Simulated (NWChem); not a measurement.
# C4H4OSi; SMILES C#CC1=C[SiH2]O1

```xyz
10

C     -0.0792     3.0265     0.0000
C     -0.0013     1.8164     0.0000
C      0.1084     0.3959     0.0000
C      1.2004    -0.4164     0.0000
Si    -0.0420    -1.7757     0.0000
O     -1.0489    -0.3536     0.0000
H     -0.1511     4.0991     0.0000
H      2.2505    -0.1386     0.0000
H     -0.2454    -2.6032    -1.2200
H     -0.2454    -2.6032     1.2200
```
Atoms are numbered in this order, from 1.

Program: NWChem. Structure relaxed at the PBE0/def2-SVP level. Total energies compare along this basis series because the functional is fixed.

```csv
level,basis functions,energy (Ha),highest occupied level (eV),orbital gap (eV),dipole (D)
PBE0/cc-pVDZ,108,-519.0688,___,5.59,1.14
PBE0/aug-cc-pVDZ,178,-519.0856,-6.88,5.54,1.23
PBE0/cc-pVTZ,240,-519.1554,-6.85,5.58,1.14
```

Problem. Fill in the missing entries.

Solution. 
- PBE0/cc-pVDZ, highest occupied level (eV): -6.71
